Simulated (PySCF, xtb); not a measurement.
H₈N₂Si₃, SMILES N[SiH]1[SiH2]N[SiH2]1. The values are those of a single conformer.

Harmonic wavenumbers (cm⁻¹) from GFN2-xTB in xtb 6.7.1 at its own minimum, in rising order: 101, 131, 151, 220, 339, 344, 370, 390, 436, 456, 518, 535, 538, 546, 608, 630, 670, 791, 813, 827, 844, 859, 879, 1161, 1531, 2100, 2111, 2130, 2159, 2172, 3468, 3468, 3503.

Question: What does PySCF with B3LYP-D3(BJ)/def2-SVP give at its own minimum? (An estimate is asked for; the answer gives what the named calculation found.)

Answer: 82, 138, 171, 236, 344, 377, 414, 422, 445, 460, 496, 629, 686, 691, 704, 712, 752, 845, 851, 891, 924, 977, 1008, 1118, 1545, 2160, 2164, 2171, 2181, 2208, 3559, 3579, 3652. Paired by order, the mean absolute difference is 59 cm⁻¹ and the zero-point energies are 51.2 and 53.7 kcal/mol.
